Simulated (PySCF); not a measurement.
Saddle point of GaH2Cl, singlet (GaH₂Cl ([Cl][GaH2]) → GaH + HCl; bonds formed: Cl2–H3; bonds broken: Ga1–Cl2, Ga1–H3), PBE0-D4/def2-TZVP structure:

Ga1  (-0.708, 0.468, -0.227)
Cl2  (1.499, -0.863, 0.094)
H3  (0.664, -0.027, -1.042)
H4  (-1.455, 0.422, 1.175)
(Å)

Energies are electronic, without zero-point energy. Barriers and step energies count from the start structure reached by relaxing down the imaginary mode; all methods use the PBE0-D4 structures, on which another method's saddle can fall below an end. PySCF 2.14 with density fitting (its default auxiliary sets; JK sets also for MP2 and CCSD(T)); basis: def2-TZVPP, with def2-QZVPP for the basis limit; cores frozen in the correlated methods. Filled d shells of the heavier atoms are correlated. The def2 sets are not built for correlating such inner shells, so the correlated values are less sure here. B3LYP uses VWN-RPA correlation. Extrapolation: Hartree–Fock as exp(−7.88 √X), correlation as X^−2.97.

| method | barrier (kcal/mol) | step energy (kcal/mol) |
| --- | --- | --- |
| SPW92 | ? | 45.26 |
| PBE-D4 | ? | 40.34 |
| r2SCAN-D4 | 53.11 | 47.68 |
| PBE0-D4 | 54.17 | 43.93 |
| B3LYP-D4 | 52.11 | 39.65 |
| BHLYP-D4 | 61.00 | 43.91 |
| wB97M-V | ? | 43.52 |
| HF | 74.08 | 46.63 |
| MP2 | 61.04 | 48.71 |
| CCSD | 62.68 | 45.20 |
| CCSD(T) | 59.79 | 45.38 |

(1) Fill in the withheld barriers. (An estimate is asked for; the value comes from the calculation.)

T1 diagnostic: at most 0.016. The restricted Hartree–Fock reference is unstable towards an unrestricted one at one or more of these structures.

Answers

(1) The calculation gives: SPW92 45.69; wB97M-V 58.33; PBE-D4 46.51 kcal/mol. Each is the energy of the saddle less that of the start structure, by the same method.

For comparison, the barrier by CCSD(T) at an estimated basis limit (MP2 extrapolated from triple and quadruple zeta, plus CCSD(T) − MP2 in triple zeta) is 57.00 kcal/mol.

Labels in which every atom is bracketed show which atoms are joined, not bond orders.

For scale, one of the runs: CCSD(T)/def2-TZVPP, 118 basis functions, launched by `OMP_NUM_THREADS=4 python run.py`. The run took about 41 s on 4 CPU threads of an Arm Neoverse V1 (shared host).
